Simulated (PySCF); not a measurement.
Geometry:
| atom | x (Å) | y (Å) | z (Å) |
| --- | --- | --- | --- |
| C1 | -1.340 | -2.059 | 0.612 |
| C2 | -0.396 | -1.353 | 0.310 |
| Si3 | 0.941 | -0.211 | -0.198 |
| C4 | 1.914 | 0.214 | 1.325 |
| N5 | 2.527 | 0.457 | 2.278 |
| N6 | 0.361 | 1.293 | -0.854 |
| C7 | -0.849 | 1.613 | -1.016 |
| H8 | -2.165 | -2.692 | 0.892 |
| H9 | 1.862 | -0.850 | -1.166 |
| H10 | -1.107 | 2.597 | -1.448 |
| H11 | -1.710 | 0.963 | -0.750 |

Geometry: PBE0-D3(BJ)/def2-SVP; GIAO absolute shieldings from PySCF 2.14.0 with density-fitted response routines, gas phase, non-relativistic, averaged over equivalent atoms.

At PBE0/6-31G* (110 basis functions, 10 s wall time on 1 thread of an Arm Neoverse V1, shared host):
| atoms | σ (ppm) |
| --- | --- |
| C7 | 26.4 |
| C4 | 83.7 |
| C1 | 97.9 |
| C2 | 125.6 |
| Si3 | 473.8 |
| N6 | -84.0 |
| N5 | -59.2 |
| H11 | 23.35 |
| H10 | 23.36 |
| H9 | 26.68 |
| H8 | 29.44 |

Task: Estimate the result of repeating the calculation with PBE0/aug-cc-pVDZ.

Result: 
| atoms | σ at PBE0/aug-cc-pVDZ | change |
| --- | --- | --- |
| C7 | 20.9 | -5.5 |
| C4 | 76.3 | -7.4 |
| C1 | 97.3 | -0.6 |
| C2 | 121.4 | -4.2 |
| Si3 | 476.1 | +2.3 |
| N6 | -98.0 | -14.0 |
| N5 | -59.5 | -0.3 |
| H11 | 22.25 | -1.10 |
| H10 | 22.32 | -1.04 |
| H9 | 25.92 | -0.76 |
| H8 | 28.82 | -0.62 |

The largest change is at N6 (imine nitrogen). Cost: 201 basis functions, 26 s wall time on 1 thread of an Arm Neoverse V1, shared host. The order of the carbon signals is the same at both levels.
